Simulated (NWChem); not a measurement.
# C4H2ClF; SMILES C#C/C(F)=C\Cl

```xyz
8

C      1.9930    -1.5360     0.0000
C      0.8497    -1.1326     0.0000
C     -0.4959    -0.6781     0.0000
F     -1.4245    -1.6375     0.0000
C     -0.9060     0.6009     0.0000
Cl     0.1664     1.9295     0.0000
H      3.0085    -1.8889     0.0000
H     -1.9719     0.8365     0.0000
```
Atoms are numbered in this order, from 1.

All runs: NWChem. STO-3G and 3-21G are far too small for this property and stand as cheap habits. Coordinates come from a PBE0/def2-SVP optimisation. GIAO values for the isolated, static molecule; σ is the absolute isotropic shielding, δ = σ(reference) − σ with the isolated reference molecule computed at the same levels (13C: tetramethylsilane, 19F: trichlorofluoromethane, 1H: tetramethylsilane).

Estimate the computed values for Hartree-Fock/STO-3G. Quantities: δ C1 (ppm); δ C2 (ppm); δ F4 (ppm); δ C5 (ppm); σ Cl6 (ppm); δ H7 (ppm); δ H8 (ppm).

The δ C1 (ppm) comes out as 95.3. The δ C2 (ppm) is 52.8 and the δ F4 (ppm) comes out as 5.9. The δ C5 (ppm) is 118.6 and the σ Cl6 (ppm) is 1030.6. The δ H7 (ppm) is 4.49 and the δ H8 (ppm) is 6.22.
